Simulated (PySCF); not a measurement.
CH3F2In, SMILES [CH3][In]([F])[F] (B3LYP/def2-SVP optimised geometry):

```
7

In    -0.666     0.009     0.000
F     -1.841     1.583     0.000
F     -1.816    -1.583    -0.001
C      1.483     0.009     0.000
H      1.827    -0.583    -0.858
H      1.827    -0.455     0.934
H      1.841     1.043    -0.072
```

Computed with PySCF with B3LYP/def2-TZVP, def2 effective core potentials past Kr.

### Question
What are the frontier orbital energies and the dipole moment?

### Answer
HOMO-2 -9.85 eV, HOMO-1 -9.73 eV, HOMO -8.98 eV, LUMO -2.23 eV, LUMO+1 -1.59 eV; dipole moment 4.70 D.

On the same geometry PBE/def2-TZVP, def2 effective core potentials past Kr run with PySCF gives HOMO-2 -8.19 eV, HOMO-1 -8.06 eV, HOMO -7.73 eV, LUMO -2.77 eV, LUMO+1 -1.98 eV; dipole moment 4.49 D.
